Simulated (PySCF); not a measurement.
TaO₂Cl, SMILES [O]=[Ta](=[O])[Cl], multiplicity 1.

Coordinates come from a PBE0-D3(BJ)/def2-SVP optimisation. The spin state was assumed, not searched. The def2 effective core potentials stand for the cores of Ta; spin–orbit coupling is left out.

These are PBE/def2-TZVPD (PySCF) values and carry that method's errors.

The molecule is in vacuum.

```yaml
total_energy: -667.60074 hartree
point_group: Cs
highest_occupied_level: -6.94 eV
lowest_empty_level: -4.81 eV
orbital_gap: 2.12 eV
dipole_moment: 5.24 D
quadrupole, principal values (traceless, Buckingham form, about the centre of nuclear charge): -6.95, -5.58, 12.53 D·Å
mean_static_polarisability: 58.6 bohr³ (8.69 Å³)
polarisability_principal_values: 43.0, 61.3, 71.6 bohr³
```
